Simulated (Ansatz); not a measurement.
Reaction (formal loss of a carbene): `CCCCCC(C)(C)C` → `CCCCCC(C)C` + `[CH2]` (triplet)

Calculated with Ansatz (gas phase, PBE0-D4/def2-TZVP geometries, no zero-point term in ΔE). CCSD(T)/CBS adds triple-zeta CCSD(T) − MP2 to the extrapolated MP2 energy (def2 sets, frozen cores). This one scheme is used for every species. DFT in def2-TZVPP. HSE06 is defined as in plane-wave codes. Triplets are unrestricted, without spin–orbit coupling. Each species was taken in one conformer, which may not be the lowest.

```tsv
level	ΔE (kJ/mol)	difference from CCSD(T)/CBS
HSE06-D4	433.4	-7.6
BHLYP-D4	416.3	-24.7
CAM-B3LYP-D4	433.0	-8.0
ωB97M-V	442.2	1.2
B2PLYP	422.9	-18.1
PBE-QIDH	433.8	-7.2
r2SCANh	408.7	-32.3
BHLYP	402.1	-38.9
LC-ωPBE	420.7	-20.3
HF/def2-QZVPP	276.3	-164.7
CCSD(T)/CBS	441.0	0
```

Largest T1 diagnostic among the species: 0.011.

The D4 term adds +19.7 kJ/mol with B3LYP and +11.1 kJ/mol with PBE0; it sums over pairs of atoms, weighted by their polarisabilities, and B3LYP, whose exchange is more repulsive, gets the larger term. In def2-TZVPP, CCSD(T) changes the Hartree–Fock value by +154.4 kJ/mol (the triples alone add +13.8 kJ/mol) and MP2 by +170.5 kJ/mol.

B3LYP here is the variant with VWN-RPA as its local correlation; programs differ in this.

CCSD(T)/CBS has its own doubt, a few kJ/mol and more with outer-core shells, so smaller differences from it don't rank the levels.
